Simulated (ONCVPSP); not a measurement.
## What the settings do to the ONCV potential of samarium

Base potential:

ONCVPSP 4.0.1 input, shortened (lines: element, Z, core and valence counts, functional; n l f; lmax; l rc ep ncon nbas qcut; lloc lpopt rc5 dvloc0; l nproj debl; icmod fcfact rcfact), PBE, scalar-relativistic:

```
  Sm 62.00    9    4        4      upf
    1    0    2.00
    2    0    2.00
    2    1    6.00
    3    0    2.00
    3    1    6.00
    3    2   10.00
    4    0    2.00
    4    1    6.00
    4    2   10.00
    4    3    6.00
    5    0    2.00
    5    1    6.00
    6    0    1.00
    3
    0    1.85    0.00    4    7    6.20
    1    2.00    0.00    4    7    7.70
    2    2.05    0.14    3    8    4.60
    3    0.95    0.00    3    7   14.70
    4    5    0.65    2.00
    0    3    0.40
    1    2    3.30
    2    2    2.50
    3    2    1.10
    4    0.30    0.00
```

In the d channel the program set the typed energies aside and used 0.050, 2.550 Ha.

Cutoffs, loose and tight: the cutoffs (Ha) at which the residual kinetic energy of the hardest occupied pseudo-wave falls to 1 and 0.1 mHa per electron. They do not see the model core or the augmentation charge, which bear on the density cutoff. Test errors are all-electron minus pseudo excitation energies from the reference, over the configurations 4f6 5s2 5p6 6s2; 4f6 5s2 5p6 6s0; 4f5 5s2 5p6 6s0; 4f6 5s2 5p6 6s0 6p1. A dash means not determined; rows that change the core or the reference have their own tests.

A true bound ghost makes a file unfit for plane-wave use even where its test errors are small: the radial tests pick states by their node count and pass the ghost by.

```tsv
change	outcome	cutoff, loose	cutoff, tight	bound ghosts	GHOST(+) flags above zero	largest test error (meV)
base	generated, projector energies reset by the program	104 Ha	256 Ha	s, p	s, d	tests left out (the all-electron energies of this program are off by 10 to 40 meV for near-neutral 4f atoms)
s: qcut 4.7; p: qcut 5.9; d: qcut 3.5; f: qcut 11.3	generated, projector energies reset by the program	–	–	s, p	s, d	tests left out (the all-electron energies of this program are off by 10 to 40 meV for near-neutral 4f atoms)
d: rc 2.36	generated, projector energies reset by the program	104 Ha	256 Ha	s, p	s, d	tests left out (the all-electron energies of this program are off by 10 to 40 meV for near-neutral 4f atoms)
p: rc 1.84	generated, projector energies reset by the program	104 Ha	256 Ha	s, p	s, d	tests left out (the all-electron energies of this program are off by 10 to 40 meV for near-neutral 4f atoms)
f: debl 5.4	generated, projector energies reset by the program	104 Ha	256 Ha	s, p	s, d	tests left out (the all-electron energies of this program are off by 10 to 40 meV for near-neutral 4f atoms)
local potential polynomial inside 0.80 bohr (lpopt 4, dvloc0 2 Ha)	generated, projector energies reset by the program	104 Ha	256 Ha	s	p, d	tests left out (the all-electron energies of this program are off by 10 to 40 meV for near-neutral 4f atoms)
```
